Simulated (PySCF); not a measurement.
Delta-SCF ions had no search for a lower state. Excitations are Tamm–Dancoff values on a coarser integration grid. The basis has no diffuse functions, so Rydberg states are missing or too high.

C₂H₆OSi, SMILES `C=[SiH]OC` (C–Si–O–C torsion 0°) (charge 0, multiplicity 1)

Level of theory: PBE0-D3(BJ)/def2-TZVP (PySCF).

The HOMO comes out as -6.14 eV and the dipole moment is 0.263 e·Å. The LUMO comes out as -0.28 eV and the HOMO–LUMO gap is 5.87 eV. The S1 excitation (TDA) comes out as 5.31 eV and the S1 oscillator strength is 0.046. The brightest of the four lowest singlets (TDA) comes out as 5.74 eV and the T1 excitation (TDA) is 3.22 eV. The S1–T1 gap (TDA) is 2.09 eV. The vertical ionisation energy (Delta-SCF) is 8.17 eV and the total energy is -444.2860 Ha. The cost comes out as very roughly 60 core-seconds.

```xyz
10

C     -1.7688    -0.4628     0.0852
Si    -0.7868     0.8827    -0.2071
O      0.8388     0.9137    -0.1969
C      1.6397    -0.2224     0.0677
H     -2.8464    -0.3500     0.0479
H     -1.4016    -1.4555     0.3127
H     -1.2560     2.2421    -0.5181
H      1.4464    -0.6139     1.0708
H      2.6843     0.0816    -0.0003
H      1.4504    -1.0154    -0.6618
```
Charge 0, spin multiplicity 1.
